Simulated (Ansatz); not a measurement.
Species: C₂H₆B, charge 0, doublet. C2H6B (SMILES C[B]C, doublet).
B3LYP-D3(BJ)/def2-TZVP minimum from Ansatz (a first-principles code):
```xyz
9

B      0.5400     0.1697     0.0194
C      0.1107    -0.8082     1.1377
H     -0.7224    -1.4632     0.8505
H     -0.2604    -0.1746     1.9576
H      0.9152    -1.4125     1.5585
C     -0.2971     0.7496    -1.1444
H     -1.3716     0.8050    -0.9256
H     -0.1852     0.0345    -1.9736
H      0.0431     1.7137    -1.5241
```
Charge 0, spin multiplicity 2.

Total energies in cc-pVDZ, 17 correlated electrons, 3 frozen orbitals. Radicals and triplets start from unrestricted determinants; spin-orbit coupling is neglected. Cores are frozen in correlated methods. No relativity.

```
method    program  energy (Eh)  minus CCSDT(Q) (mEh)
--------  -------  -----------  --------------------
HF         Ansatz   -103.86515                409.16
MP2        Ansatz   -104.21696                 57.35
CCSD       Ansatz   -104.26198                 12.33
CCSD(T)    Ansatz   -104.27275                  1.56
CCSDT(Q)   Ansatz   -104.27431                  0.00
```

Rough core times of Ansatz's runs on a shared machine: CCSD(T) 20 s, CCSDT(Q) 10 min.
